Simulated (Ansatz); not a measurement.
ClGaH2OSi (`[Cl][Ga]1[O][SiH2]1`), relaxed with RKS PBE0-D4/def2-TZVP in the Gaussian-basis code of Ansatz from a PBE-D4/def2-SVP geometry. The force threshold is 0.005 eV/Å; the program also tests the step.

The species carries charge 0 and has multiplicity 1.

Start:

```xyz
6

Cl   -1.851   -0.283   -2.798
Ga   -0.929   -0.452   -0.856
O     0.531    0.860   -0.571
Si    0.534    0.042    0.877
H     1.667   -0.888    1.218
H     0.048    0.721    2.129
```

(1) How much energy does the relaxation release, and in how many steps? (An estimate is asked.)

(2) Which bonds change most? (Estimate.)

(3) Give the relaxed structure. (An estimate is asked.)

Results:

(1) Computed: 1.29 kcal/mol, in 4 steps.

(2) Computed: O3–Si4 from 1.663 to 1.622 Å; Ga2–O3 from 1.983 to 1.944 Å; Cl1–Ga2 from 2.156 to 2.124 Å; Ga2–Si4 from 2.321 to 2.293 Å.

(3) The calculation gave: 
```xyz
6

Cl   -1.838   -0.286   -2.767
Ga   -0.912   -0.432   -0.860
O     0.525    0.837   -0.544
Si    0.522    0.036    0.866
H     1.651   -0.870    1.203
H     0.052    0.716    2.101
```
